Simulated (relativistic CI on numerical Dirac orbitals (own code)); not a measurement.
Hyperfine structure of W XXXIV, mass number 183

Calculated at this level of theory: Dirac-Coulomb-Breit CI, separate exchange-only KLI orbitals for each configuration, model QED (radiative potential, 1s self-energy scaled to tabulated hydrogen-like ionisation energies), unscaled Slater integrals (own radial code, finite nucleus).

CI space (outside the closed core [Ar] 3d10): 4s2 4p6 4d5, 4s2 4p5 4d6, 4s2 4p6 4d4 4f, 4s 4p6 4d5 4f, 4p6 4d7, 4p5 4d8, 4s2 4p6 4d3 5s2, 4s2 4p6 4d2 4f 5s2, 4s 4p6 4d3 4f 5s2. Double excitations out of closed p, d and f shells are left out; levels of such configurations are missing from the list, as are those of other unlisted configurations, and high levels can miss mixing partners.

Nuclear spin I = 1/2, μ = 0.11739 μN (tables of Stone and Pyykkö). The electronic factors are computed for point nuclear moments, without core polarisation or the Bohr-Weisskopf and QED corrections.

```
              Level   E (eV)  A (MHz)
 4s2 4p6 4d5 2D_3/2  28.9073     5638
 4s2 4p6 4d5 4D_7/2  33.0168     2256
4s2 4p6 4d5 2I_11/2  33.5350     3260
 4s2 4p6 4d5 4G_9/2  34.3814     2816
```

Levels with J = 0, under 50 % of one LS term, or S terms without an open s electron are left out. Small factors come from cancelling terms and can be off by tens of per cent or more.

At this charge energies of transitions that change n are usually good to better than 1 %, and those within a shell (Δn = 0) to a few per cent. Terms inside the open d or f shell come out 10 to 20 % too wide with unscaled integrals.

Question: Give the hyperfine levels of 4s2 4p6 4d5 2D_3/2 relative to its centre of gravity.

Answer: With K = F(F + 1) − I(I + 1) − J(J + 1), E = AK/2: F = 1: -7048, F = 2: 4229 MHz.

LS names give the leading component of a level, which can be under half, so a name can repeat, a term be missing and a line seem to break the LS rules.
